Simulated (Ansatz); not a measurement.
The pair A = AlH3O2 (SMILES [OH][AlH][OH]) (first 6 atoms), B = H2O (SMILES O); geometry from B3LYP-D3(BJ)/def2-TZVP.
(charge 0, multiplicity 1):
```xyz
9

O     -0.05098     0.60305     1.52220
Al    -0.03541    -0.51320     0.25434
O     -0.06332     0.06476    -1.34272
H     -0.03829     0.38352     2.46482
H      0.00454    -2.06806     0.44492
H     -0.08781     0.99953    -1.55344
O     -0.01867     0.10952     4.34011
H      0.75051     0.51458     4.75544
H     -0.78630     0.50547     4.76686
```

Cores are frozen in the correlated methods. MP2 and its Hartree–Fock in aug-cc-pV(T+d)Z are density fitted.

Programs: Ansatz (Gaussian basis) for Hartree–Fock, density functionals and correlated methods. Each number belongs to the level named beside it.

The counterpoise-corrected interaction energy is E(AB) − E(A in the pair's basis) − E(B in the pair's basis). Total energies (hartree):

```json
[
 {"level": "HF/aug-cc-pV(D+d)Z", "AB": "-469.5819800", "A in the pair's basis": "-393.5350773", "B in the pair's basis": "-76.0413762"},
 {"level": "MP2/aug-cc-pV(D+d)Z", "AB": "-470.2837973", "A in the pair's basis": "-394.0144780", "B in the pair's basis": "-76.2619230"},
 {"level": "HF/aug-cc-pV(T+d)Z", "AB": "-469.6506365", "A in the pair's basis": "-393.5848765", "B in the pair's basis": "-76.0602495"},
 {"level": "MP2/aug-cc-pV(T+d)Z", "AB": "-470.5058536", "A in the pair's basis": "-394.1685146", "B in the pair's basis": "-76.3293753"},
 {"level": "CCSD(T)/aug-cc-pV(D+d)Z", "AB": "-470.3261841", "A in the pair's basis": "-394.0437932", "B in the pair's basis": "-76.2750149"}
]
```

Task: Work out the counterpoise-corrected interaction energy at the basis-set limit: extrapolate the MP2 correlation part as X⁻³, take Hartree–Fock from the larger set, and add the CCSD(T) − MP2 difference of aug-cc-pV(D+d)Z.

Result: 
1. Differences (1 hartree = 627.509 kcal/mol): HF/aug-cc-pV(D+d)Z -3.468; MP2/aug-cc-pV(D+d)Z -4.641; HF/aug-cc-pV(T+d)Z -3.458; MP2/aug-cc-pV(T+d)Z -4.997; CCSD(T)/aug-cc-pV(D+d)Z -4.628.
2. Correlation parts, MP2 less HF: -1.173 in aug-cc-pV(D+d)Z (X = 2), -1.539 in aug-cc-pV(T+d)Z (X = 3).
3. Limit (3³·(-1.539) − 2³·(-1.173))/(3³ − 2³) = -1.694; with HF/aug-cc-pV(T+d)Z it gives -5.152.
4. CCSD(T) less MP2 in aug-cc-pV(D+d)Z: 0.013.
Result: -5.14 kcal/mol, against -4.64 at MP2/aug-cc-pV(D+d)Z. It is an estimate of this method's limit, not of the exact value.

Ansatz is a first-principles code.
